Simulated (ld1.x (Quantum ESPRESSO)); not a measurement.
## oxygen (O), TM: configuration errors across variants

oxygen, norm-conserving Troullier–Martins (Kleinman–Bylander form), made with ld1.x (Quantum ESPRESSO) 7.5 (LDA (PZ), non-relativistic). Core [He], reference 2s2 2p3.5 (charge +0.5). Waves: 2p (bound): rc 1.25 bohr; 3d channel at -0.15 Ry: rc 1.10 bohr; 2s (bound): rc 0.90 bohr. Local part: the s channel. Core correction: Bessel-smoothed model core, default radius (core density twice the valence density).

All-electron excitation energies from the reference (eV): (1) 2s2 2p4 -6.370; (2) 2s2 2p3 10.222; (3) 2s2 2p2 43.937; (4) 2s0 2p6 22.751; (5) 2s1 2p4 25.002; (6) 2s2 2p4.3 -8.546; (7) 2s2 2p0 174.857; (8) 2s2 2p3.5 spin -2.467; (9) 2s2 2p4 spin -7.779.

Spin tests fill each open shell by Hund’s rule, majority spin first.

Errors AE − PS in meV (a dash: test not solved or not reliable):

```tsv
change	(1)	(2)	(3)	(4)	(5)	(6)	(7)	(8)	(9)	bound ghosts
base	+0.8	+2.7	+56	+87	+5.4	+1.3	+1011	+52	+30	none
all radii but the core radius scaled by about 0.82 (s 0.74, p 1.02, d 0.90 bohr)	0.0	+0.5	+15	+45	+8.1	-0.1	+372	+37	+21	none
all radii but the core radius scaled by about 0.89 (s 0.80, p 1.10, d 0.98 bohr)	+0.2	+1.0	+26	+58	+7.8	+0.2	+546	+43	+25	none
all radii but the core radius scaled by about 0.95 (s 0.86, p 1.20, d 1.04 bohr)	+0.5	+1.9	+42	+75	+6.8	+0.8	+797	+49	+28	none
all radii but the core radius scaled by about 1.04 (s 0.94, p 1.30, d 1.14 bohr)	+1.2	+3.8	+75	+101	+2.9	+2.1	+1273	+53	+32	none
all radii but the core radius scaled by about 1.12 (s 1.00, p 1.40, d 1.24 bohr)	+2.0	+5.7	+109	+119	-3.1	+3.3	+1735	+53	+32	none
all radii but the core radius scaled by about 1.19 (s 1.08, p 1.48, d 1.30 bohr)	+2.9	+7.8	+143	+133	-10.0	+5.1	+2161	+51	+33	none
all radii but the core radius scaled by about 1.25 (s 1.12, p 1.56, d 1.38 bohr)	+3.9	+10	+180	+142	-19	+7.0	+2627	+47	+32	none
all radii but the core radius scaled by about 1.31 (s 1.18, p 1.64, d 1.44 bohr)	+5.1	+13	+225	+148	-31	+9.4	+3161	+41	+30	none
all radii but the core radius scaled by about 1.38 (s 1.24, p 1.72, d 1.52 bohr)	+6.8	+16	+279	+148	-47	+12	+3774	+31	+27	none
```

Give the same row for: all radii but the core radius scaled by about 0.73 (s 0.66, p 0.92, d 0.80 bohr).

-0.1, +0.2, +7.9, +35, +8.4, -0.2, +230, +29, +16; bound ghosts: none.
